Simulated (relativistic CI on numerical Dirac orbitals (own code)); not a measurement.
Calculated at this level of theory: Dirac-Coulomb-Breit CI, orbitals from a KLI potential per configuration, QED by a radiative potential, unscaled Slater integrals (own radial code, finite nucleus).

The strongest absorption lines from the ground level of an ion, among the configurations computed and to levels below about 618 eV (vacuum wavelength in nm, gf): 2.5639 (0.00068), 2.6306 (0.00013), 2.7149 (0.21), 2.7853 (0.12), 4.4940 (9.3e-05), 5.1260 (0.00014), 13.972 (1.2), 22.555 (0.098).

Which ion is it?
A. Pr XXX
B. Cs XXVI
C. La XXVIII
D. Pm XXXII

C. La XXVIII has 30 electrons and the ground level 4s2 1S_0; the strongest line goes to 4s 4p 1P°_1. The pattern of lines fixes the number of electrons, and along that sequence the line energies rise steadily with the charge (about as its square where n changes within one kind of shell, about linearly where n is kept but much faster in heavy ions where fine structure, which grows about as Z⁴, sets the gap, and irregularly where shells cross), which fixes Z. Configurations outside the model, such as inner-shell arrays, can give stronger lines. At this charge energies of transitions that change n are usually good to better than 1 %, and those within a shell (Δn = 0) to a few per cent.

LS names give the leading component of a level, which can be under half, so a name can repeat, a term be missing and a line seem to break the LS rules.
